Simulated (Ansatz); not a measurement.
`OB(F)[SiH3]` + `C[SiH2]O` → `C[SiH2]O[SiH3]` + `OBF`  (cleavage of the Si–B bond)

Calculated with Ansatz (gas phase, PBE0-D4/def2-TZVP geometries, no zero-point term in ΔE). CCSD(T)/CBS is the MP2 limit (def2-TZVPP, def2-QZVPP) plus CCSD(T) − MP2 in def2-TZVPP, frozen cores. This one scheme is used for every species. Functionals use def2-TZVPP. HSE06 is defined as in plane-wave codes. Each species was taken in one conformer, which may not be the lowest.

| level | ΔE (kJ/mol) | difference from CCSD(T)/CBS |
| --- | --- | --- |
| B97M-V | -128.1 | 5.1 |
| PBE | -105.6 | 27.6 |
| revPBE | -105.0 | 28.2 |
| PBE0 | -116.1 | 17.1 |
| r2SCANh | -127.1 | 6.1 |
| HSE06 | -116.0 | 17.2 |
| BHLYP | -144.5 | -11.3 |
| CCSD/def2-SVP | -133.8 | -0.6 |
| CCSD(T)/def2-TZVPP | -132.4 | 0.8 |
| CCSD/CBS(def2) | -137.1 | -3.9 |
| CCSD(T)/CBS | -133.2 | 0 |

Q: What do rigid-rotor, harmonic-oscillator terms from PBE0-D4/def2-TZVP frequencies (298.15 K, 1 bar) make of the CCSD(T)/CBS value? (An estimate is asked.)

A: The calculation gave: ΔZPE = +0.3 kJ/mol, ΔH = -133.1 kJ/mol, ΔS = 12 J/(mol·K), ΔG = -136.7 kJ/mol. Modes under 50 cm⁻¹ make the entropy rough.

Largest T1 diagnostic among the species: 0.014.

From PBE to PBE0 (25 % exact exchange), in def2-TZVPP and without D4, ΔE moves by −10.4 kJ/mol. In def2-TZVPP, CCSD(T) changes the Hartree–Fock value by +27.9 kJ/mol (the triples alone add +3.9 kJ/mol) and MP2 by +19.5 kJ/mol. Leaving LDA and LC-ωPBE aside and taking each functional with its dispersion term where it has one, the values, not all of them listed here, spread over 39.8 kJ/mol, from BHLYP-D4 to PBE-D4.
